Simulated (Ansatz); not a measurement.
Geometry optimisation, RKS BHLYP/STO-3G (Ansatz).

input.yaml

```yaml
crystal:
  periodic: [false, false, false]
  atoms:
    - { symbol: "N", position_ang: [-0.3115, 0.1955, 1.5567] }
    - { symbol: C, position_ang: [-0.4087, 0.2537, 0.2543] }
    - { symbol: O, position_ang: [-1.0851, 0.6691, -0.9739] }
    - { symbol: B, position_ang: [0.2483, -0.1254, -1.0596] }
    - { symbol: F, position_ang: [1.1866, -0.8127, -1.8589] }
    - { symbol: H, position_ang: [0.4125, -0.2442, 2.0352] }
basis:
  gaussian: { orbitals: STO-3G }
hamiltonian:
  xc: { name: BHLYP }
relax:
  f_tol: 0.02
  max_steps: 40
scf:
  lower_state_search: "off"
output:
  orbitals: {}
```

Run as:

```bash
$ ansatz run input.yaml --threads 1 --pin off --max-ram 2048MiB --backend cpu --events-out ev --progress --plain --runs-dir out
```

Where does it end, and by what steps?

It converged. Limits of this set-up: minimal basis. After 8 steps the energy has fallen by 2.194 eV; F5 moved furthest, 0.33 Å.

```json
{"step": "0", "energy less start (eV)": "0.0000", "largest force component (eV/Å)": "7.291", "accepted": "yes"}
{"step": "1", "energy less start (eV)": "-1.6259", "largest force component (eV/Å)": "2.886", "accepted": "yes"}
{"step": "2", "energy less start (eV)": "-2.1062", "largest force component (eV/Å)": "1.190", "accepted": "yes"}
{"step": "3", "energy less start (eV)": "-1.8505", "largest force component (eV/Å)": "2.898", "accepted": "no"}
{"step": "4", "energy less start (eV)": "-2.1297", "largest force component (eV/Å)": "2.736", "accepted": "yes"}
{"step": "5", "energy less start (eV)": "-2.1608", "largest force component (eV/Å)": "0.963", "accepted": "yes"}
{"step": "6", "energy less start (eV)": "-2.1916", "largest force component (eV/Å)": "0.194", "accepted": "yes"}
{"step": "7", "energy less start (eV)": "-2.1943", "largest force component (eV/Å)": "0.039", "accepted": "yes"}
{"step": "8", "energy less start (eV)": "-2.1945", "largest force component (eV/Å)": "0.017", "accepted": "yes"}
```

```xyz
6
Properties=species:S:1:pos:R:3
N -0.469 0.310 1.535
C -0.146 0.090 0.314
O -0.871 0.540 -0.879
B 0.277 -0.194 -1.084
F 0.980 -0.654 -2.066
H 0.272 -0.156 2.134
```

Whether the end is a true minimum wasn't checked by a vibrational analysis.

Run time: 12 s on 1 thread of Arm Neoverse V2, with other jobs on the host, peak memory 0.16 GiB.
